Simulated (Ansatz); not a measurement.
Frontier orbitals of `C1[NH][InH][CH2]O1`.

Total charge 0; spin multiplicity 1. Correlated methods include outer-core shells of In, which these sets cover unevenly. In: def2 effective core potential. Geometry: relaxed with PBE0-D4/def2-TZVP. Basis def2-TZVPP, the Gaussian-basis code of Ansatz.

Orbital energies of one run (eV). Highest occupied ones, from the top: -6.18, -6.30, -7.97, -8.56, -10.02, -10.59, -11.25, -12.61, -12.79, -13.67, -16.11, -18.67, -20.29, -20.41. Empty: -1.42, -0.56, 0.07, 1.16, 1.42, 1.71.

Question: Which functional gave them?
A. PBE
B. ωB97X-V
C. B3LYP
D. r2SCAN

Answer: C. HOMO energies: B3LYP -6.18, r2SCAN -5.34, PBE -5.14, ωB97X-V -8.72 eV.

B3LYP here is the variant with VWN-RPA as its local correlation; programs differ in this.
